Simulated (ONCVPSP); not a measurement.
sulfur: one change to an ONCV potential, before and after

- Element: S
- Generator: ONCVPSP 4.0.1
- Type: optimised norm-conserving Vanderbilt (ONCV)
- Functional: LDA (Perdew-Wang 92)
- Relativity: scalar-relativistic
- Frozen core: [Ne]
- Valence charge: 6
- Reference configuration: 3s2 3p4
- Partial waves: 3s: rc 1.50 bohr, ncon 5, nbas 8, qcut 5.6 1/bohr, 2 projectors, debl 3.7 Ha; 3p: rc 1.35 bohr, ncon 3, nbas 8, qcut 5.1 1/bohr, 2 projectors, debl 0.8 Ha; d scattering state at 0.29 Ha: rc 1.25 bohr, ncon 4, nbas 7, qcut 6.8 1/bohr, 1 projector
- Local potential: polynomial inside 1.10 bohr (lpopt 5, dvloc0 1 Ha)
- Core correction: Teter function, fcfact 3, rcfact 1.8

All-electron outer shells of the reference configuration (LDA (PZ), scalar-relativistic, ld1.x):

```json
{"shell": "2s", "level (eV)": "-210.79", "outermost node (bohr)": "0.13", "outermost maximum (bohr)": "0.39"}
{"shell": "2p", "level (eV)": "-156.52", "outermost node (bohr)": "–", "outermost maximum (bohr)": "0.33"}
{"shell": "3s", "level (eV)": "-17.28", "outermost node (bohr)": "0.60", "outermost maximum (bohr)": "1.40"}
{"shell": "3p", "level (eV)": "-7.11", "outermost node (bohr)": "0.58", "outermost maximum (bohr)": "1.59"}
```

Change: p: nproj 1.

Cutoffs: the cutoffs (Ha) at which the residual kinetic energy of the hardest occupied pseudo-wave falls to 1 and 0.1 mHa per electron; they do not see the model core or the augmentation charge, which bear on the density cutoff. Errors are all-electron minus pseudo energies relative to the spin-unpolarised reference configuration.

Q: How do hardness, ghosts and transferability respond?

A: The potential gets neither clearly harder nor softer (13 Ha and 18 Ha → 13 Ha and 18 Ha); of the 4 tests that both files solve, the error grows in 0 and shrinks in 4 by more than 15 % and 0.3 meV (median size 10.0 → 4.3 meV); the range in which the p phases agree narrows (upper end at the end of the scan → 2.6); neither file shows a bound ghost.

| quantity | base | changed |
| --- | --- | --- |
| cutoff, loose | 13 Ha | 13 Ha |
| cutoff, tight | 18 Ha | 18 Ha |
| bound ghosts | none | none |
| GHOST(+) flags under 300 eV | s at 206.0 eV | s at 206.0 eV |
| error for 3s2 3p3, meV [ΔE 11.86 eV] | -3.0 | -0.8 |
| error for 3s2 3p2, meV [ΔE 34.23 eV] | -17 | -7.8 |
| error for 3s2 3p1, meV [ΔE 68.38 eV] | -55 | -40 |
| error for 3s2 3p3.5, meV [ΔE 4.71 eV] | -0.7 | -0.2 |
| s: phases at 1.52 bohr within 0.05 rad from the reference energy up to (Ha; the scan ends near 5) | to the end of the scan | to the end of the scan |
| p: phases at 1.37 bohr within 0.05 rad from the reference energy up to (Ha; the scan ends near 5) | to the end of the scan | 2.6 |
| d: phases at 1.27 bohr within 0.05 rad from the reference energy up to (Ha; the scan ends near 5) | to the end of the scan | to the end of the scan |
| rms error of d²Exc/dni dnj with the model core, mHa | 1.80 | 1.80 |
